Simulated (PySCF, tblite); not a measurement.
Isomers of C2H5F3SSi, one GFN2-xTB conformer each. Single-point energies are computed at PBE0/pcSseg-1 (PySCF, gas phase, no added dispersion term), electronic only.

| SMILES | GFN2-xTB relative energy (kJ/mol) |
| --- | --- |
| CCS[Si](F)(F)F | 0.0 |
| CS[Si@H](F)C(F)F | 334.7 |

Conformers: `[CH3:1][CH2:2][S:3][Si:4]([F:5])([F:6])[F:7]` with C1–C2–S3–Si4 -70°; `[CH3:1][S:2][Si@H:3]([F:4])[CH:5]([F:6])[F:7]` with C1–S2–Si3–F4 -49°, S2–Si3–C5–F6 180°.

Problem. What does PBE0/pcSseg-1 give for the same structures?

Solution. 
```csv
SMILES,PBE0/pcSseg-1 E (Eh),PBE0/pcSseg-1 (kJ/mol),GFN2-xTB (kJ/mol),point group
CCS[Si](F)(F)F,-1065.95739,0.0,0.0,C1
CS[Si@H](F)C(F)F,-1065.81043,385.9,334.7,C1
```

Both levels put the same isomer lowest. As drawn, the higher has two fluorines on one carbon and an Si–C bond, which the lower lacks.

Problem. Which frontier levels, dipoles and rotational constants go with these structures?

Solution. 
```
          SMILES  HOMO (eV, PBE0/pcSseg-1)  LUMO (eV)  dipole (D)      A, B, C (MHz)
  CCS[Si](F)(F)F                     -8.00      -0.33        3.16   2700, 1266, 1125
CS[Si@H](F)C(F)F                     -7.61      -0.51        2.53  3129, 1053, 830.5
```

Problem. What happens when harmonic zero-point energies from GFN2-xTB frequencies are added?

Solution. 
```
          SMILES  ZPE (kJ/mol)  electronic (kJ/mol)  with ZPE (kJ/mol)
  CCS[Si](F)(F)F         198.2                  0.0                0.0
CS[Si@H](F)C(F)F         186.1                385.9              373.8
```

The zero-point energies span 12.1 kJ/mol. The order is unchanged.
